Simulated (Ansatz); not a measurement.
Geometry optimisation, RKS CAM-B3LYP-D4/def2-SVP in Ansatz 0.2.0.

Input:

```yaml
crystal:
  periodic: [false, false, false]
  atoms:
    - { symbol: B, position_ang: [0.065034, 0.258312, -0.098852] }
    - { symbol: F, position_ang: [-0.008722, 0.335756, 1.215248] }
    - { symbol: Cl, position_ang: [1.593694, 0.525057, -0.882322] }
    - { symbol: Cl, position_ang: [-1.415976, 0.052714, -1.006054] }
    - { symbol: S, position_ang: [0.277494, -2.701486, 0.768352] }
    - { symbol: H, position_ang: [-0.987182, -2.76245, 0.307276] }
    - { symbol: H, position_ang: [-0.051842, -1.737402, 1.693552] }
basis:
  gaussian: { orbitals: def2-SVP }
hamiltonian:
  xc: cam_b3lyp
  dispersion: d4
relax:
  f_tol: 0.03
  max_steps: 50
```

Command:

```bash
$ ansatz run input.yaml --threads 4 --pin off --max-ram 5120MiB --backend cpu --events-out ev --progress --plain --runs-dir out
```

Task: Where does it end, and by what steps?

Result: The run converged. The force dipped under the threshold on the way, but the program's further checks kept it going. After 13 steps the energy has fallen by 0.073 eV; H7 moved furthest, 0.51 Å.

| step | energy less start (eV) | largest force component (eV/Å) | accepted |
| --- | --- | --- | --- |
| 0 | 0.0000 | 0.727 | yes |
| 1 | -0.0515 | 0.301 | yes |
| 2 | 0.1369 | 1.860 | no |
| 3 | -0.0292 | 0.668 | no |
| 4 | -0.0613 | 0.324 | yes |
| 5 | -0.0634 | 0.317 | yes |
| 6 | -0.0645 | 0.305 | yes |
| 7 | -0.0683 | 0.078 | yes |
| 8 | -0.0701 | 0.179 | yes |
| 9 | -0.0688 | 0.231 | no |
| 10 | -0.0723 | 0.055 | yes |
| 11 | -0.0730 | 0.013 | yes |
| 12 | -0.0734 | 0.045 | yes |
| 13 | -0.0734 | 0.021 | yes |

```xyz
7
Properties=species:S:1:pos:R:3
B 0.058 0.380 -0.156
F -0.054 0.575 1.137
Cl 1.618 0.545 -0.916
Cl -1.397 0.125 -1.096
S 0.279 -2.691 0.717
H -1.023 -2.780 0.380
H -0.009 -2.183 1.932
```

Whether the end is a true minimum wasn't checked by a vibrational analysis.

Time of the run: 22 s on 4 threads of Arm Neoverse V1, on a shared host, peak memory 0.23 GiB.
